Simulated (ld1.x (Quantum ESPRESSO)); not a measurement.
**phosphorus (P) TM: all-electron and pseudo phase curves**

```json
{
 "Element": "phosphorus (P)",
 "Generator": "ld1.x (Quantum ESPRESSO) 7.5",
 "Type": "norm-conserving Troullier–Martins (Kleinman–Bylander form)",
 "Functional": "LDA (PZ)",
 "Relativity": "non-relativistic",
 "Frozen core": "[Ne]",
 "Valence charge": "5",
 "Reference configuration": "3s2 3p1 (charge +2)",
 "Partial waves": "3s (bound): rc 1.50 bohr; 3p (bound): rc 1.40 bohr; 3d channel at 0.2 Ry: rc 1.30 bohr",
 "Local potential": "the d channel",
 "Core correction": "none"
}
```

The phase is arctan(r·u′/u) with u = r·R(r), unwrapped; energies in Ry, scanned from -4 to 5 Ry. A pole is an energy at which the radial function vanishes at the test radius. The pseudo phase is shifted by a multiple of π to meet the all-electron one at the reference energy, and phase errors are pseudo minus all-electron; the curves can meet again beyond the range given. Levels narrower than the energy grid can be missing from the lists of poles.

```tsv
channel	radius (bohr)	reference energy (Ry)	poles, all-electron	poles, pseudo	unbroken range about the reference energy with phases within 0.05 rad	phase error 1 Ry above the reference energy (rad)
s	1.65	-2.49	2.25	-1.76, 2.79	below -2.0	-3.021
p	1.65	-1.79	3.17	2.17	below 1.6	-0.014
d	1.65	0.20	3.37	3.40	the whole range	+0.001
```

Note: ghost state, extra bound levels that the all-electron valence spectrum of the same l lacks: s at -23.6 eV. A true bound ghost makes a file unfit for plane-wave use.

Phases in the d channel:

| E (Ry) | all-electron | pseudo |
| --- | --- | --- |
| -4.00 | 1.202 | 1.202 |
| -3.52 | 1.167 | 1.167 |
| -3.04 | 1.122 | 1.123 |
| -2.56 | 1.062 | 1.062 |
| -2.08 | 0.975 | 0.976 |
| -1.60 | 0.843 | 0.843 |
| -1.12 | 0.624 | 0.625 |
| -0.64 | 0.248 | 0.249 |
| -0.16 | -0.294 | -0.294 |
| 0.32 | -0.780 | -0.780 |
| 0.80 | -1.081 | -1.081 |
| 1.28 | -1.259 | -1.258 |
| 1.76 | -1.372 | -1.371 |
| 2.24 | -1.450 | -1.449 |
| 2.72 | -1.509 | -1.507 |
| 3.20 | -1.556 | -1.554 |
| 3.68 | -1.596 | -1.593 |
| 4.16 | -1.632 | -1.628 |
| 4.64 | -1.666 | -1.661 |
